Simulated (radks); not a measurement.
Results of a calculation; reference values are marked as such.
Initial-state core-level shifts of neutral aluminium when its valence configuration changes from [Ne] 3s2 3p1. Level of theory: scalar-relativistic Kohn-Sham, r2SCAN, spin-polarised, spherical densities, finite nucleus; open shells are filled with parallel spins first; meta-GGA in the generalised Kohn-Sham scheme; Fermi nuclear charge, rms radius 3.061 fm (a radial shooting solver on a logarithmic mesh with Libxc functionals). Shifts are changes of the shell-averaged eigenvalues in eV (positive: less bound); the change of the density at the nucleus, which sets a Mossbauer isomer shift, is in e/bohr^3, on a base of 1503.

| valence | 1s | 2s | 2p | density at nucleus |
|---|---|---|---|---|
| 3p3 | -2.962 | -2.901 | -2.867 | -5.7884 |
| 3s1 3p2 | -1.043 | -1.061 | -1.037 | -2.7784 |
| 3s1.5 3p1.5 | -0.668 | -0.663 | -0.655 | -1.4033 |
| 3s0.5 3p2.5 | -2.007 | -1.987 | -1.957 | -4.2893 |
